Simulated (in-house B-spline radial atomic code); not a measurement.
# Ionising V3+ with different functionals

Computed with a radial B-spline atomic code at the basis-set limit: scalar-relativistic (spin-free X2C) Hamiltonian, Fermi nucleus of rms radius 3.6002 fm, spin-polarised at highest spin, spherical fractional occupations for the functionals, and exact exchange of hybrids averaged over the configuration. The ionisation energy is the difference of two self-consistent energies, [Ar] 3d2 → [Ar] 3d1, without Breit or QED terms; ε is the level of the shell that loses the electron (its least bound occupied spin orbital).

| method | rung | ΔSCF (eV) | -ε(3d) (eV) |
| --- | --- | --- | --- |
| PBE0 | global hybrid | 46.55 | 40.27 |
| B3LYP | global hybrid | 46.68 | 39.88 |
| TPSSh | global hybrid | 46.43 | 38.67 |
| BHandHLYP | global hybrid | ? | ? |
| r2SCAN0 | global hybrid | 46.38 | 40.20 |
| B97-1 | global hybrid | ? | ? |
| HSE06 | range-separated hybrid | 46.52 | 39.83 |
| wB97X | range-separated hybrid | 46.22 | 42.55 |
| CAM-B3LYP | range-separated hybrid | 46.66 | 41.85 |
| LC-wPBE | range-separated hybrid | 46.67 | 43.13 |

(1) What does B97-1 give?

(2) What does BHandHLYP give?

(3) Among the functionals, which spreads more, the ΔSCF values or the orbital energies?

(4) How do they compare with the NIST value?

## Answers

(1) ΔSCF 46.42 eV, and -ε(3d) = 39.72 eV.

(2) ΔSCF 46.40 eV, and -ε(3d) = 42.60 eV.

(3) The orbital energies: ΔSCF values span about 0.46 eV and the orbital energies 4.47 eV; here energy differences depend much less on the functional than eigenvalues do.

(4) NIST lists 46.71 eV ± 0.005 (measured, ground level to ground level). Errors run from -0.49 to -0.03 eV; B3LYP is closest (-0.03 eV), but part of that can be cancellation, since the calculations leave out spin-orbit coupling, Breit-QED terms, multiplet and fine-structure energies.
